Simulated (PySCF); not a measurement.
TiCl2O, SMILES [O]=[Ti]([Cl])[Cl], multiplicity 1. Atoms are numbered in the order given.

```xyz
4

Ti     0.0000     0.0000     0.3065
Cl     0.0000     2.0025    -0.6380
Cl     0.0000    -2.0025    -0.6380
O      0.0000     0.0000     1.8686
```
Charge 0, spin multiplicity 1.

Coordinates come from a ωB97X-D3(BJ)/def2-SVP optimisation. The multiplicity is an assumed one; other spin states were not compared. The isomer is the one that the SMILES or the coordinates give; other isomers of the formula were not compared.

The numbers are results of r2SCAN/def2-TZVPD run with PySCF, not measurements.

Symmetry labels are those of the subgroup C2v that the program uses (full group C2v).

Computed valence orbital energies around the gap with their symmetry:
```json
[
 {"orbital": "HOMO−7", "symmetry": "A1", "energy (eV)": "-10.07"},
 {"orbital": "HOMO−6", "symmetry": "B1", "energy (eV)": "-9.84"},
 {"orbital": "HOMO−5", "symmetry": "A1", "energy (eV)": "-9.82"},
 {"orbital": "HOMO−4", "symmetry": "A2", "energy (eV)": "-9.08"},
 {"orbital": "HOMO−3", "symmetry": "B2", "energy (eV)": "-9.07"},
 {"orbital": "HOMO−2", "symmetry": "B1", "energy (eV)": "-8.86"},
 {"orbital": "HOMO−1", "symmetry": "A1", "energy (eV)": "-8.56"},
 {"orbital": "HOMO", "symmetry": "B2", "energy (eV)": "-8.30"},
 {"orbital": "LUMO", "symmetry": "A1", "energy (eV)": "-4.76"},
 {"orbital": "LUMO+1", "symmetry": "A2", "energy (eV)": "-4.51"},
 {"orbital": "LUMO+2", "symmetry": "B1", "energy (eV)": "-3.08"},
 {"orbital": "LUMO+3", "symmetry": "B2", "energy (eV)": "-1.95"}
]
```
